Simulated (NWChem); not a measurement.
Program: NWChem. System: H5OSi2, charge 0, spin multiplicity 2, at a geometry optimised with UPBE0/def2-SVP. The structure started from a generated list of species. Its SCF solution wasn't tested for a lower state. Level: UPBE/def2-SVPD.

Job file:

```
start mol
memory heap 200 mb stack 900 mb global 1100 mb
geometry units angstroms nocenter noautoz noautosym
  Si     1.485391    -0.450732     0.552221
  O      0.117876    -0.075999    -0.307644
  Si    -1.463901     0.420901    -0.339452
  H      2.269849    -1.466260    -0.219794
  H      2.313440     0.782931     0.763979
  H     -1.528835     1.905759    -0.479964
  H     -2.141327    -0.215862    -1.503942
  H     -2.156995     0.019056     0.922104
end
basis spherical
  * library def2-svpd
end
dft
  xc xpbe96 cpbe96
  odft
  mult 2
  semidirect memsize 60000000 filesize 0
  iterations 100
end
task dft energy
```

Part of the output:

```
             Northwest Computational Chemistry Package (NWChem) 7.3.0
             --------------------------------------------------------

                                NWChem Input Module
                                -------------------

 Scaling coordinates for geometry "geometry" by  1.889725989
 (inverse scale =  0.529177249)

                             Geometry "geometry" -> ""
                             -------------------------

 Output coordinates in angstroms (scale by  1.889725989 to convert to a.u.)

  No.       Tag          Charge          X              Y              Z
 ---- ---------------- ---------- -------------- -------------- --------------
    1 Si                  14.0000     1.48539100    -0.45073200     0.55222100
    2 O                    8.0000     0.11787600    -0.07599900    -0.30764400
    3 Si                  14.0000    -1.46390100     0.42090100    -0.33945200
    4 H                    1.0000     2.26984900    -1.46626000    -0.21979400
    5 H                    1.0000     2.31344000     0.78293100     0.76397900
    6 H                    1.0000    -1.52883500     1.90575900    -0.47996400
    7 H                    1.0000    -2.14132700    -0.21586200    -1.50394200
    8 H                    1.0000    -2.15699500     0.01905600     0.92210400

 Effective nuclear repulsion energy (a.u.)     147.6971260283

            Nuclear Dipole moment (a.u.)
            ----------------------------
        X                 Y               Z
 ---------------- ---------------- ----------------
    -0.0000000000    -0.0000037795    -0.0000056692


 Summary of "ao basis" -> "" (spherical)
 ------------------------------------------------------------------------------
       Tag                 Description            Shells   Functions and Types
 ---------------- ------------------------------  ------  ---------------------
 *                         def2-svpd                  on all atoms

  pbe96 is a nonlocal functional; adding pw91lda local functional.

                                 NWChem DFT Module
                                 -----------------

 Summary of "ao basis" -> "ao basis" (spherical)
 ------------------------------------------------------------------------------
       Tag                 Description            Shells   Functions and Types
 ---------------- ------------------------------  ------  ---------------------
 Si                        def2-svpd                10       24   5s3p2d
 O                         def2-svpd                 9       23   4s3p2d
 H                         def2-svpd                 4        8   2s2p

 Summary of "ao basis" -> "ao basis" (spherical)
 ------------------------------------------------------------------------------
       Tag                 Description            Shells   Functions and Types
 ---------------- ------------------------------  ------  ---------------------
 Si                        def2-svpd                10       24   5s3p2d
 O                         def2-svpd                 9       23   4s3p2d
 H                         def2-svpd                 4        8   2s2p

            General Information
            -------------------
          SCF calculation type: DFT
          Wavefunction type:  spin polarized.
          No. of atoms     :     8
          No. of electrons :    41
           Alpha electrons :    21
            Beta electrons :    20
          Charge           :     0
          Spin multiplicity:     2
          Use of symmetry is: off; symmetry adaption is: off
          Maximum number of iterations: 100
          AO basis - number of functions:   111
                     number of shells:    49
          Convergence on energy requested:  1.00D-06
          Convergence on density requested:  1.00D-05
          Convergence on gradient requested:  5.00D-04

              XC Information
              --------------
          PerdewBurkeErnzerhof Exchange Functional  1.000
            Perdew 1991 LDA Correlation Functional  1.000 local
           PerdewBurkeErnz. Correlation Functional  1.000 non-local

             Grid Information
             ----------------
          Grid used for XC integration:  medium
          Radial quadrature: Mura-Knowles
          Angular quadrature: Lebedev.
          Tag              B.-S. Rad. Rad. Pts. Rad. Cut. Ang. Pts.
          ---              ---------- --------- --------- ---------
          Si                  1.10       88          12.0       590
          O                   0.60       49          10.0       434
          H                   0.35       45          13.0       434
          Grid pruning is: on
          Number of quadrature shells:   450
          Spatial weights used:  Erf1

          Convergence Information
          -----------------------
          Convergence aids based upon iterative change in
          total energy or number of iterations.
          Levelshifting, if invoked, occurs when the
          HOMO/LUMO gap drops below (HL_TOL):  1.00D-02
          DIIS, if invoked, will attempt to extrapolate
          using up to (NFOCK): 10 stored Fock matrices.

                    Damping( 0%)  Levelshifting(0.5)       DIIS
                  --------------- ------------------- ---------------
          dE  on:    start            ASAP                start
          dE off:    2 iters        100 iters           100 iters

      Screening Tolerance Information
      -------------------------------
          Density screening/tol_rho:  1.00D-10
          AO Gaussian exp screening on grid/accAOfunc:  14
          CD Gaussian exp screening on grid/accCDfunc:  20
[...]
    14      0.429059  1 Si pz                11      0.325722  1 Si pz
     3      0.264103  1 Si s                 31     -0.225347  2 O  pz
    12     -0.174320  1 Si px                34     -0.174354  2 O  pz
    13     -0.169249  1 Si py                 8     -0.166600  1 Si pz
    28      0.166573  2 O  s                 80     -0.157244  5 H  s

 Vector   22  Occ=0.000000D+00  E=-4.445616D-02
              MO Center=  4.6D-02,  4.6D-03,  1.4D-01, r^2= 7.0D+00
   Bfn.  Coefficient  Atom+Function         Bfn.  Coefficient  Atom+Function
  ----- ------------  ---------------      ----- ------------  ---------------
    28      1.089901  2 O  s                  4     -0.481659  1 Si s
    27     -0.323220  2 O  s                 51     -0.240853  3 Si s
    26     -0.232730  2 O  s                 23      0.200531  1 Si d  1
    56      0.174435  3 Si px                71     -0.172368  3 Si d  2
    12     -0.161435  1 Si px                 9     -0.148876  1 Si px

 Vector   23  Occ=0.000000D+00  E=-3.533503D-03
              MO Center= -2.4D-01,  1.7D-01,  2.3D-01, r^2= 1.2D+01
   Bfn.  Coefficient  Atom+Function         Bfn.  Coefficient  Atom+Function
  ----- ------------  ---------------      ----- ------------  ---------------
    52     -2.200807  3 Si s                 51      2.044211  3 Si s
     5     -1.611364  1 Si s                 28      1.578572  2 O  s
     4      1.124901  1 Si s                 59     -0.479752  3 Si px
   105     -0.414174  8 H  s                 12      0.376550  1 Si px
    89     -0.342207  6 H  s                 97     -0.300457  7 H  s

 Vector   24  Occ=0.000000D+00  E= 8.067249D-03
              MO Center=  1.2D-01, -2.6D-02,  4.7D-01, r^2= 1.2D+01
   Bfn.  Coefficient  Atom+Function         Bfn.  Coefficient  Atom+Function
  ----- ------------  ---------------      ----- ------------  ---------------
     5      1.906176  1 Si s                 52     -1.814618  3 Si s
    51      1.556749  3 Si s                  4     -1.010598  1 Si s
    35     -0.564823  2 O  px                28     -0.274216  2 O  s
    23     -0.259894  1 Si d  1              37     -0.259050  2 O  pz
    71     -0.258292  3 Si d  2              89     -0.258899  6 H  s

                     DFT Final Beta Molecular Orbital Analysis
                     -----------------------------------------

 Vector   18  Occ=1.000000D+00  E=-3.111549D-01
              MO Center=  1.1D-01,  9.2D-02, -2.6D-01, r^2= 6.3D+00
   Bfn.  Coefficient  Atom+Function         Bfn.  Coefficient  Atom+Function
  ----- ------------  ---------------      ----- ------------  ---------------
    96     -0.252228  7 H  s                 72      0.241153  4 H  s
    80     -0.222590  5 H  s                 88      0.222877  6 H  s
    10     -0.201526  1 Si py                13     -0.184108  1 Si py
    60      0.180358  3 Si py                57      0.179089  3 Si py
    61      0.122695  3 Si pz                 7      0.114409  1 Si py

 Vector   19  Occ=1.000000D+00  E=-2.893728D-01
              MO Center= -1.2D+00,  1.7D-01,  4.3D-02, r^2= 3.0D+00
   Bfn.  Coefficient  Atom+Function         Bfn.  Coefficient  Atom+Function
  ----- ------------  ---------------      ----- ------------  ---------------
   104     -0.341445  8 H  s                 31      0.313203  2 O  pz
    34      0.224577  2 O  pz                61     -0.200587  3 Si pz
    58     -0.196099  3 Si pz                96      0.156698  7 H  s
    88      0.154255  6 H  s                 28     -0.126584  2 O  s
    29     -0.122484  2 O  px               105     -0.111040  8 H  s

 Vector   20  Occ=1.000000D+00  E=-2.684120D-01
              MO Center=  2.7D-01,  1.1D-01, -2.0D-01, r^2= 4.5D+00
   Bfn.  Coefficient  Atom+Function         Bfn.  Coefficient  Atom+Function
  ----- ------------  ---------------      ----- ------------  ---------------
    30      0.386295  2 O  py                33      0.284040  2 O  py
    80     -0.220214  5 H  s                 88     -0.207130  6 H  s
    72      0.204368  4 H  s                 96      0.180977  7 H  s
    31      0.152073  2 O  pz                60     -0.116498  3 Si py
    10     -0.111595  1 Si py                34      0.109358  2 O  pz

 Vector   21  Occ=0.000000D+00  E=-1.175641D-01
              MO Center=  1.4D+00, -5.7D-01,  8.7D-01, r^2= 2.8D+00
   Bfn.  Coefficient  Atom+Function         Bfn.  Coefficient  Atom+Function
  ----- ------------  ---------------      ----- ------------  ---------------
    51     -0.371185  3 Si s                 14      0.340252  1 Si pz
    11      0.310186  1 Si pz                28      0.311208  2 O  s
     3      0.305125  1 Si s                 31     -0.194726  2 O  pz
     2      0.182892  1 Si s                  8     -0.160593  1 Si pz
    34     -0.156571  2 O  pz                80     -0.147844  5 H  s

 Vector   22  Occ=0.000000D+00  E=-3.741746D-02
              MO Center= -3.6D-01,  1.5D-01, -2.2D-02, r^2= 6.9D+00
   Bfn.  Coefficient  Atom+Function         Bfn.  Coefficient  Atom+Function
  ----- ------------  ---------------      ----- ------------  ---------------
    28      1.120465  2 O  s                  4     -0.470766  1 Si s
    27     -0.313644  2 O  s                 26     -0.230529  2 O  s
    71     -0.203576  3 Si d  2              56      0.191424  3 Si px
    51     -0.180710  3 Si s                 61      0.180710  3 Si pz
    23      0.148118  1 Si d  1             105     -0.136188  8 H  s

 Vector   23  Occ=0.000000D+00  E= 4.803682D-04
              MO Center= -1.1D+00,  4.2D-01, -8.7D-02, r^2= 1.1D+01
   Bfn.  Coefficient  Atom+Function         Bfn.  Coefficient  Atom+Function
  ----- ------------  ---------------      ----- ------------  ---------------
    52      2.775869  3 Si s                 51     -2.381159  3 Si s
    28     -1.623072  2 O  s                  5      0.932573  1 Si s
    59      0.597525  3 Si px                 4     -0.590222  1 Si s
   105      0.472983  8 H  s                 89      0.407465  6 H  s
    97      0.371922  7 H  s                 35      0.290347  2 O  px

   alpha - beta orbital overlaps
   -----------------------------

   alpha      1      2      3      4      5      6      7      8      9     10
    beta      2      1      3      5      4     11      6      7     10      8
 overlap   0.998  0.998  1.000  1.000  1.000  0.757  0.976  0.740  1.000  0.999

   alpha     11     12     13     14     15     16     17     18     19     20
    beta      9     12     13     14     15     16     17     18     19     20
 overlap   0.999  1.000  0.998  0.992  0.995  0.987  0.983  0.996  0.993  0.997

   alpha     21     22     23     24     25     26     27     28     29     30
    beta     21     22     23     24     25     26     27     28     29     30
 overlap   0.987  0.991  0.974  0.922  0.842  0.698  0.737  0.907  0.975  0.971

   alpha     31     32     33     34     35     36     37     38     39     40
    beta     31     32     33     35     34     36     37     38     39     40
 overlap   0.955  0.948  0.957  0.737  0.861  0.840  0.983  0.952  0.949  0.958

   alpha     41     42     43     44     45     46     47     48     49     50
    beta     41     42     43     44     45     46     47     48     49     50
 overlap   0.953  0.980  0.977  0.970  0.920  0.870  0.850  0.956  0.892  0.929

   alpha     51     52     53     54     55     56     57     58     59     60
    beta     51     52     53     54     55     56     57     58     59     60
 overlap   0.993  0.983  0.988  0.987  0.993  0.979  0.977  0.980  0.958  0.971

   alpha     61     62     63     64     65     66     67     68     69     70
    beta     61     62     63     64     65     66     67     69     68     70
 overlap   0.990  0.994  0.991  0.976  0.962  0.980  0.944  0.782  0.832  0.916

   alpha     71     72     73     74     75     76     77     78     79     80
    beta     71     72     73     74     75     76     77     78     79     80
 overlap   0.889  0.901  0.989  0.959  0.810  0.864  0.806  0.989  0.995  0.999

   alpha     81     82     83     84     85     86     87     88     89     90
    beta     81     82     83     84     85     86     87     88     89     90
 overlap   0.996  0.997  0.996  0.998  0.977  0.995  0.981  0.991  0.991  1.000

   alpha     91     92     93     94     95     96     97     98     99    100
    beta     91     92     93     94     95     96     97     98     99    100
 overlap   0.998  0.996  0.995  0.993  0.995  0.996  0.996  0.997  0.977  0.978

   alpha    101    102    103    104    105    106    107    108    109    110
    beta    101    102    103    104    105    106    107    108    109    110
 overlap   1.000  0.998  0.998  0.987  0.987  1.000  0.999  0.966  0.966  1.000

   alpha    111
    beta    111
 overlap   1.000

     --------------------------
     Expectation value of S2:
     --------------------------
      <S2> =      0.7517 (Exact =     0.7500)

 center of mass
 --------------
 x =   0.03026587 y =  -0.02495143 z =   0.01252369

 moments of inertia (a.u.)
 ------------------
         123.139166056026         143.331411252701        -141.134684014932
         143.331411252701         576.400564808629          36.529900252947
        -141.134684014932          36.529900252947         576.186339261218

     Multipole analysis of the density
     ---------------------------------

     L   x y z        total         alpha         beta         nuclear
     -   - - -        -----         -----         ----         -------
     0   0 0 0     -0.000000    -21.000000    -20.000000     41.000000

     1   1 0 0     -0.103289     -1.323905      1.220616     -0.000000
     1   0 1 0      0.048474      0.611329     -0.562850     -0.000004
     1   0 0 1      0.054597     -0.895617      0.950220     -0.000006

     2   2 0 0    -25.497192   -165.683105   -156.505674    296.691587
     2   1 1 0     -0.259247     40.741050     37.850393    -78.850690
     2   1 0 1      0.278717    -40.228081    -35.857871     76.364669
     2   0 2 0    -26.417220    -36.065121    -32.535014     42.182915
     2   0 1 1      0.018848     10.237794      7.457565    -17.676512
     2   0 0 2    -26.748748    -35.662577    -28.989713     37.903542

 Task  times  cpu:       10.9s     wall:       10.9s

 Total times  cpu:       10.9s     wall:       10.9s
```
